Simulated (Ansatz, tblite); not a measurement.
Removing an electron: (Cl)3Si-O-SiH3 (Si2Cl3OH3). Total charge 0; singlet. Geometry: PBE-D4/def2-SVP. Ansatz, gas phase; energy differences of separate SCF runs; the oxidised species was run as a doublet alone.

```xyz
9

Si    1.1562   -0.1896   -0.9523
Cl    1.0675    1.5340   -2.0719
Cl    1.5937   -1.7776   -2.1712
Cl    2.6316    0.0179    0.4693
O    -0.2880   -0.4692   -0.2306
Si   -1.3162    0.1043    0.9841
H    -2.6352   -0.5781    0.7935
H    -0.7393   -0.2345    2.3278
H    -1.4702    1.5929    0.8514
```

The xTB rows come from tblite. Correlated methods freeze 26 core orbitals.

```json
{"level": "GFN1-xTB", "−HOMO (eV)": "12.42", "vertical IE (eV)": "14.48", "−LUMO (eV)": "5.34", "HOMO–LUMO gap (eV)": "7.08"}
{"level": "GFN2-xTB", "−HOMO (eV)": "12.06", "vertical IE (eV)": "14.25", "−LUMO (eV)": "6.03", "HOMO–LUMO gap (eV)": "6.03"}
{"level": "PBE0-D4/def2-TZVP", "−HOMO (eV)": "9.32", "vertical IE (eV)": "11.11", "−LUMO (eV)": "0.60", "HOMO–LUMO gap (eV)": "8.72"}
{"level": "PBE-QIDH/def2-TZVP", "−HOMO (eV)": "–", "vertical IE (eV)": "11.98", "−LUMO (eV)": "–", "HOMO–LUMO gap (eV)": "–"}
```

Relaxing the oxidised species (PBE-D4/def2-SVP) changes its energy by -0.19 eV at PBE0-D4/def2-TZVP, so the adiabatic ionisation energy to this nearest minimum is 10.91 eV.  Run but left out: PBE-D4/def2-TZVP (charge +1 doublet: an occupied level 0.05 eV above an empty one).  Raw xTB energy differences between charge states are shifted by several eV; the methods need an empirical correction for them.
